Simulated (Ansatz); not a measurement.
C₂Cl₂F₄ (`FC(F)(Cl)C(F)(F)Cl`), charge 0, multiplicity 1.

Task: Give a relaxed structure at PBE0-D4/def2-TZVP (Ansatz). (Best estimate.)

Result: Computed: 
Cartesian coordinates in Å:
```
F -0.594 -1.085 -1.234
C 0.336 -0.515 -0.475
F 0.931 -1.457 0.250
Cl 1.523 0.285 -1.495
C -0.336 0.515 0.475
F -0.931 1.457 -0.250
F 0.594 1.085 1.234
Cl -1.524 -0.285 1.495
```
Point group C2h.
